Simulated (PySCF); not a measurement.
A side-by-side comparison of computed properties.

First species: C9H9FO2.
Z-matrix (Å and degrees, GFN2-xTB geometry), rows numbered from 1:
```
C 
C   1  1.5166
O   2  1.4282  1  108.40
C   3  1.3368  2  116.21  1   179.96
O   4  1.2073  3  123.38  2     0.04
C   4  1.4851  3  112.52  2  -179.99
C   6  1.3935  4  118.25  3  -179.98
C   7  1.3807  6  120.39  4  -179.99
C   8  1.3848  7  118.52  6    -0.03
F   9  1.3463  8  118.94  7  -179.98
C   9  1.3850  8  122.20  7     0.02
C  11  1.3814  9  118.79  8     0.01
H   1  1.0859  2  109.62  3  -179.91
H   1  1.0866  2  110.19  3   -59.87
H   1  1.0866  2  110.20  3    60.07
H   2  1.0957  1  111.44  3   119.63
H   2  1.0957  1  111.44  3  -119.64
H   7  1.0791  6  118.64  4     0.04
H   8  1.0785  7  121.73  6  -179.99
H  11  1.0786  9  119.66  8  -180.00
H  12  1.0781  6  119.52  4     0.03
```

Second species: C₉H₉FO₂.
Cartesian coordinates in Å at the GFN2-xTB level; atoms count from 1:
```xyz
21
C9H9FO2 angstrom
C     -2.4837   -1.3291    0.6662
O     -1.9455   -0.0601    0.3748
C     -0.6170    0.0322    0.1113
C      0.2591   -1.0388    0.1060
C      1.6140   -0.8373   -0.1791
C      2.4806   -2.0089   -0.1668
O      2.2073   -3.1427    0.0525
F      3.7839   -1.6952   -0.4551
C      2.0892    0.4400   -0.4599
C      1.2057    1.5043   -0.4520
C     -0.1390    1.3283   -0.1722
C     -1.1007    2.4703   -0.1613
H     -2.0313   -1.7583    1.5652
H     -2.3541   -2.0205   -0.1718
H     -3.5460   -1.1652    0.8388
H     -0.0651   -2.0453    0.3170
H      3.1334    0.5955   -0.6801
H      1.5688    2.4978   -0.6692
H     -0.6017    3.4059   -0.3960
H     -1.5723    2.5498    0.8170
H     -1.8945    2.2943   -0.8857
```

Levels: PBE0/pcSseg-1 for dipole moment, HOMO energy, LUMO energy and HOMO–LUMO gap; GFN2-xTB for rotational constant A and rotational constant C. Geometries: GFN2-xTB. Each structure is a single optimised conformer of the isolated species, non-relativistic unless stated. Electronic properties by PySCF.

Dipoles, sizes and rotational constants follow the conformer. The torsions of the flexible species, by atom-mapped SMILES:
- `[CH3:1][CH2:2][O:3][C:4](=[O:5])[c:6]1[cH:7][cH:8][c:9]([F:10])[cH:11][cH:12]1`: C1–C2–O3–C4 180°, C2–O3–C4–O5 0°, O3–C4–C6–C7 180°
- `[CH3:1][O:2][c:3]1[cH:4][c:5]([C:6](=[O:7])[F:8])[cH:9][cH:10][c:11]1[CH3:12]`: C1–O2–C3–C4 0°, C4–C5–C6–O7 0°

Problem. Which of the two has the higher dipole moment, and by how much?

Solution. The second: 4.10 D against 2.14 D, a difference of 1.96 D.

Problem. Which has the higher HOMO energy?

Solution. The second: -6.97 eV against -7.54 eV, a difference of 0.57 eV.

Problem. Which of the two has the higher LUMO energy, and by how much?

Solution. The first: -1.36 eV against -1.80 eV, a difference of 0.44 eV.

Problem. Which of the two has the higher rotational constant A, and by how much?

Solution. The first: 2.609 GHz against 1.574 GHz, a difference of 1.035 GHz.

Problem. Which of the two has the higher rotational constant C, and by how much?

Solution. The second: 0.455 GHz against 0.375 GHz, a difference of 0.080 GHz.

Problem. Which of the two has the higher HOMO–LUMO gap, and by how much?

Solution. The first: 6.18 eV against 5.17 eV, a difference of 1.01 eV.

On the first: In atomic units the dipole is 0.84 e·bohr (1 au = 2.5417 D).

On the second: The dipole equals about 13.7 × 10⁻³⁰ C·m (1 D = 3.33564 × 10⁻³⁰ C·m). A dipole of 4.10 D is allowed in Cs, and pure rotational transitions are dipole-allowed.
